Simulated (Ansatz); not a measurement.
Geometry optimisation, RKS PBE0-D4/def2-SVP (Ansatz 0.2.0).

Input:

```yaml
crystal:
  periodic: [false, false, false]
  atoms:
    - { symbol: W, position_ang: [0.663444, 0.025309, -0.243244] }
    - { symbol: Cl, position_ang: [-0.61011, 0.579018, 3.063478] }
    - { symbol: F, position_ang: [1.689191, -0.524947, -1.712128] }
    - { symbol: H, position_ang: [-0.35153, 1.320275, -0.013537] }
    - { symbol: H, position_ang: [-0.948984, -0.341327, 0.017479] }
    - { symbol: H, position_ang: [0.239897, -1.374608, 0.609949] }
    - { symbol: H, position_ang: [-0.340631, 0.460272, -1.49697] }
    - { symbol: O, position_ang: [1.649726, 1.259145, 0.867196] }
    - { symbol: H, position_ang: [2.501329, 0.858568, 1.147866] }
    - { symbol: H, position_ang: [0.351468, 1.434695, 2.646911] }
basis:
  gaussian: { orbitals: def2-SVP }
hamiltonian:
  xc: pbe0
  dispersion: d4
relax:
  f_tol: 0.03
  max_steps: 50
```

Run as:

```bash
$ ansatz run input.yaml --threads 2 --pin off --max-ram 3072MiB --backend cpu --events-out ev --progress --plain --runs-dir out
```

Task: Where does it end, and by what steps?

Result: The run converged. After 26 steps the energy has fallen by 0.127 eV; Cl2 moved furthest, 1.67 Å.

```
step  energy less start (eV)  largest force component (eV/Å)  accepted
   0                  0.0000                           1.160       yes
   1                 -0.0276                           0.511       yes
   2                 -0.0519                           0.739       yes
   3                 -0.0706                           0.444       yes
   4                 -0.0826                           0.236       yes
   5                 -0.0902                           0.273       yes
   6                 -0.0965                           0.135       yes
   7                 -0.0992                           0.300       yes
   8                 -0.1041                           0.095       yes
   9                 -0.1069                           0.065       yes
  10                 -0.1093                           0.188       yes
  11                 -0.1106                           0.152       yes
  12                 -0.1129                           0.152       yes
  13                 -0.1164                           0.052       yes
  14                 -0.1180                           0.045       yes
  15                 -0.1188                           0.202       yes
  16                 -0.1207                           0.091       yes
  17                 -0.1216                           0.069       yes
  18                 -0.1232                           0.044       yes
  19                 -0.1203                           0.324        no
  20                 -0.1244                           0.064       yes
  21                 -0.1243                           0.153        no
  22                 -0.1251                           0.031       yes
  23                 -0.1256                           0.050       yes
  24                 -0.1259                           0.101       yes
  25                 -0.1261                           0.071       yes
  26                 -0.1266                           0.026       yes
```

```xyz
10
Properties=species:S:1:pos:R:3
W 0.688 -0.092 -0.340
Cl -0.468 2.241 3.113
F 1.660 0.391 -1.869
H -0.552 0.699 0.430
H -0.805 -0.849 -0.273
H 0.655 -1.777 -0.196
H -0.520 0.634 -1.212
O 1.413 0.571 1.304
H 2.334 0.305 1.470
H 0.439 1.573 2.459
```

Run time: 3.1 min on 2 threads of Arm Neoverse N1, with other jobs on the host, peak memory 0.24 GiB.
